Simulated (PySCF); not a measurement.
Computed IR spectrum (relative IR intensity) of a molecule CH7ClSi2. Geometry: PBE-D3(BJ)/def2-SVP. The values are those of a single conformer. These are PBE-D3(BJ)/def2-SVP (PySCF) values and carry that method's errors. Frequencies are harmonic and unscaled.

Lines under 2 % of the strongest are left out, and lines within 2 cm⁻¹ are merged.

```tsv
ν (cm⁻¹)	relative intensity
461	2.1
509	11
552	2.9
654	7.7
676	6.1
744	21
773	33
843	100
897	85
911	23
917	5.6
922	20
990	5.9
1039	23
1323	3.1
2160	43
2167	28
2172	35
2180	46
2189	32
```

**Question.** Which molecule gave these data?
(A) C[SiH2][SiH2]Cl
(B) [SiH3]C[SiH2]Cl
(C) C[Si@@H]([SiH3])Cl

**Answer.** B, [SiH3]C[SiH2]Cl
